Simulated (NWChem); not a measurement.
Molecule: BGeH₃F₂; SMILES F[B]([GeH3])F

Results from NWChem. The geometry was optimised at PBE0/def2-SVP.

Predict the results for TPSS/def2-SVP. Quantities: highest occupied level (eV); orbital gap (eV); dipole (D).


```json
{
  "highest occupied level (eV)": "-7.71",
  "orbital gap (eV)": "6.02",
  "dipole (D)": "0.46"
}
```
